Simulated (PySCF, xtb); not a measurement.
BH₄N, SMILES BN.

GFN2-xTB (xtb) at its own geometry gives an orbital gap of 6.07 eV and a dipole moment of 2.13 D.

The structure is a stationary point at B3LYP-D3(BJ)/def2-TZVP.

What does PySCF with HF/def2-TZVPD give? (Estimate from the structure and the level; the computed values follow.)

gap 13.38 eV (levels -11.97 and 1.41 eV), dipole 1.67 D.
